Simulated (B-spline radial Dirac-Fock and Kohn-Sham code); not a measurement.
**Co¹⁹⁺: photoemission with 2000 eV photons**

System: the Co¹⁹⁺ ion in the configuration [He] 2s2 2p4.

Level of theory: Dirac-Hartree-Slater photoionisation with all multipoles and Dirac-Fock thresholds; a radial B-spline solver. The asymmetry parameter β is from the dipole term alone. Kinetic energies are from the vacuum level. Open shells are spread statistically over j, without multiplet splitting.

```
  subshell  electrons  binding (eV)  kinetic (eV)  σ (kb)     β
   L1 (2s)          2        1721.1         278.9    46.6  2.00
L2 (2p1/2)       1.33        1623.5         376.5    31.7  1.46
L3 (2p3/2)       2.67        1606.9         393.1       ?     ?
```

Problem. What are σ and β for L3 (2p3/2)?

Solution. σ = 61.1 kb, the largest of all subshells and 44 % of the total, and β = 1.48.

Values without a named source are computed, but for edge energies of neutral atoms, which are taken from tables.
